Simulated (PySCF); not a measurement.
LDA on N⁺ (nitrogen, charge +1), [He] 2s1 2p2 3d1, one real determinant (an excited configuration). All numbers are calculated (PySCF 2.14, no relativity, point nucleus, in aug-cc-pVDZ).

```
cycle= 1 E= -52.3513179849917  delta_E= -0.00218  |g|= 0.00862  |ddm|= 0.251
cycle= 2 E= -52.3513504846346  delta_E= -3.25e-05  |g|= 0.00223  |ddm|= 0.0391
cycle= 3 E= -52.3513533154374  delta_E= -2.83e-06  |g|= 4.88e-05  |ddm|= 0.00864
cycle= 4 E= -52.3513533167855  delta_E= -1.35e-09  |g|= 4.12e-07  |ddm|= 0.000178
cycle= 5 E= -52.3513533167856  delta_E= -1.07e-13  |g|= 2.43e-08  |ddm|= 5.6e-06
converged SCF energy = -52.3513533167856  <S^2> = 6.0000046  2S+1 = 5.0000018
```

Highest occupied orbital energy: 0.226 eV; ⟨L²⟩ = 8.00; populations by l: s 3.00, p 2.00, d 1.00.

Can this result be used?

Not for this state. The calculation finished and met its thresholds. ⟨L²⟩ = 8.00 against 12 for a pure F term, so this real determinant mixes terms. The outer electron is Rydberg-like, and this basis confines it to a smaller radius and binds it less than a complete one would. At LDA the highest occupied level has a positive energy, so only the finite basis holds that electron; for this excited configuration the basis is too tight for the outer shell.
